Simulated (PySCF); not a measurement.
CH7BO2Si, SMILES OB(O)C[SiH3], singlet, GFN2-xTB optimised geometry. Atoms within 1.6 Å of the plane z = 0.0 Å (x, y, z in Å): O1 (-0.59, -1.28, -0.05), B2 (0.03, -0.08, 0.00), O3 (1.40, -0.08, 0.00), C4 (-0.84, 1.24, 0.00), H6 (0.01, -2.02, -0.09), H7 (1.82, 0.77, 0.03), H8 (-0.38, 2.02, 0.60), H9 (-1.82, 1.05, 0.43).

Method: PySCF with CAM-B3LYP/def2-TZVP. Cells within 0.4 Å of a nucleus heavier than hydrogen are left out (blank, or x).

Map of the electron localisation function on the plane z = 0.0 Å:

```
|0000000000000000000000000|
|0000000000000000000000000|
|0000000000000000000000000|
|0000000000000000000000000|
|0000000000122100000000000|
|0000000002566400000000000|
|0000000125788500000000000|
|0000013555787400023100000|
|000026887xx55200477500000|
|000048999xx46203898510000|
|0000489985798225999510000|
|0000267755891277887300000|
|000000100130xx8xx76200000|
|000000000142x086x87410000|
|0000000157788237887410000|
|0000001588xx7302676310000|
|0000002689xx8500133100000|
|0000002578789940000000000|
|0000000244589960000000000|
|0000000011268761000000000|
|0000000000025530000000000|
|0000000000001100000000000|
|0000000000000000000000000|
|0000000000000000000000000|
|0000000000000000000000000|
```
Scale: ten equal steps from 0.000 (start of '0') to 0.997 (end of '9'), in the order '0123456789'; x runs from -4.50 to 4.50, y from -4.50 (bottom) to 4.50 (top).
